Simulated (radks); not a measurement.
Results of a calculation; reference values are marked as such.
All-electron atom: Tc2+ in [Kr] 4d5.

Code: a radial shooting solver on a logarithmic mesh with Libxc functionals. Model: Dirac Kohn-Sham, Slater X-alpha with alpha = 0.609, spin-unpolarised, spherical densities, finite nucleus; open shells fill j = l - 1/2 first; Fermi nuclear charge, rms radius 4.4112 fm.

Energy parts (eV):
part                   energy
total             -116104.828
kinetic            120646.111
electron-nucleus  -280453.853
Hartree             46671.391
exchange            -2968.477

Orbitals (lengths in bohr, moments of r in powers of bohr):
orbital  occ.  eigenvalue (eV)      <r^4>
1s1/2       2        -20810.00  6.558e-06
2s1/2       2        -2975.977   0.001205
2p1/2       2        -2745.574  0.0007969
2p3/2       4        -2627.968  0.0008970
3s1/2       2        -527.5152    0.06144
3p1/2       2        -439.2247    0.06301
3p3/2       4        -419.5952    0.06952
3d3/2       4        -262.9731    0.07045
3d5/2       6        -259.2093    0.07272
4s1/2       2         -86.6533      2.471
4p1/2       2         -60.8534      3.741
4p3/2       4         -57.8903      4.166
4d3/2       4         -20.5325      20.62
4d5/2       1         -20.2367      21.50

The highest occupied level is 4d5/2 at -20.237 eV. The density falls to 0.001 e/bohr^3 at r = 3.63 bohr. For comparison, the ionisation energy in NIST's Atomic Spectra Database is 29.550 eV (semi-empirical). In exact Kohn-Sham theory the highest level is minus the ionisation energy, but local and semilocal functionals leave it too shallow, through self-interaction and a potential that decays too fast; potentials with the right tail come closer. The electron density at the nucleus is 9.957e+04 e/bohr^3.

Beside tabulated values, note that spin-unpolarised runs miss the spin-polarisation part of the exchange energy of open shells.
